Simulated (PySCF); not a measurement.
Constitutional and geometric isomers with formula C4H4. Isolated molecules, 0 K electronic values unless said otherwise. Strings in code marks are SMILES.

Level of theory: B3LYP-D3(BJ)/def2-TZVP run with PySCF 2.14.0. All candidates: neutral, multiplicity 1. B3LYP has the VWN-RPA correlation part, as in Gaussian. 

```json
{
 "dipole_moment": "2.13 D",
 "HOMO": "-5.79 eV",
 "HOMO–LUMO gap": "4.98 eV"
}
```

**Question.** Which member has these values?
A) `C#CC=C`
B) `C=C1C=C1`
C) `C1=CC=C1`
D) `C=C=C=C`

**Answer.** B, `C=C1C=C1`. The others give `C#CC=C`: 0.42 D, -6.98 eV, 5.78 eV; `C=C=C=C`: 0.00 D, -6.88 eV, 5.07 eV; `C1=CC=C1`: 0.00 D, -5.40 eV, 3.60 eV
